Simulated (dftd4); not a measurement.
H9NSi3, triplet, at a GFN2-xTB geometry (a higher spin typed on purpose: for a closed-shell molecule this is an excited state); D4 for bp86 in dftd4.

dftd4 was given this input:
```
$ dftd4 mol.xyz --func bp86 --charge 0 --json dftd4.json --noedisp --grad

# file mol.xyz
13

Si     0.29588846     1.70251023     0.48373777
N     -0.00000000     0.00000000     0.00000000
Si    -1.65400544    -0.53010415    -0.45094223
Si     1.35811698    -1.17240608    -0.03279554
H     -1.01382701     2.33135297     0.38956111
H      0.85534829     1.52194590     1.82432035
H      1.30231079     2.10473084    -0.50017945
H     -1.95043645     0.38073295    -1.55785906
H     -1.49893954    -1.94102467    -0.77486335
H     -2.39739895    -0.20205199     0.76664074
H      0.87160691    -2.19407132     0.89578860
H      1.31856941    -1.61128638    -1.42871119
H      2.51276655    -0.39032830     0.38530224
```

Write the output that dftd4 gives for this input, abridged.


```
                    ____  _____ _____     ____  _  _
      -------------|  _ \|  ___|_   _|---|  _ \| || |------------
     |             | | | | |_    | | ___ | | | | || |_           |
     |             | |_| |  _|   | ||___|| |_| |__   _|          |
     |             |____/|_|     |_|     |____/   |_|            |
     |             ===================================           |
     |            E. Caldeweyher, S. Ehlert & S. Grimme          |
     |          Mulliken Center for Theoretical Chemistry        |
     |                    University of Bonn                     |
      -----------------------------------------------------------

Rational (Becke-Johnson) damping: bp86-D4-ATM
---------------------
  s6         1.0000
  s8         3.3550
  s9         1.0000
  a1         0.4365
  a2         4.9241
 alp        16.0000
--------------------

Dispersion energy:      -1.7816256126057E-02 Eh

Gradient norm:           1.1458492999711E-03 Eh/a0
--------------------------------------------------
     #    Z           dE/dx      dE/dy      dE/dz
--------------------------------------------------
     1   14 Si    1.146E-04  5.568E-04  1.616E-04
     2    7 N    -8.016E-13 -5.301E-13 -7.790E-14
     3   14 Si   -5.505E-04 -1.581E-04 -1.455E-04
     4   14 Si    4.360E-04 -3.987E-04 -1.612E-05
     5    1 H    -6.475E-06  1.478E-04  3.581E-05
     6    1 H     3.960E-05  1.466E-04  9.780E-05
     7    1 H     5.828E-05  1.709E-04  6.221E-07
     8    1 H    -1.564E-04 -1.897E-05 -8.827E-05
     9    1 H    -1.262E-04 -7.355E-05 -4.271E-05
    10    1 H    -1.751E-04 -4.333E-05  8.908E-06
    11    1 H     1.075E-04 -1.398E-04  3.906E-05
    12    1 H     1.262E-04 -1.154E-04 -5.812E-05
    13    1 H     1.327E-04 -7.423E-05  6.903E-06
--------------------------------------------------

Virial:
--------------------------------------------------
      component           x          y          z
--------------------------------------------------
          x       5.972E-03 -2.389E-04  9.530E-04
          y      -2.389E-04  5.844E-03  1.243E-03
          z       9.530E-04  1.243E-03  1.199E-03
--------------------------------------------------

[Info] Dispersion results written to 'dftd4.txt'
[Info] JSON dump of results written to 'dftd4.json'
```
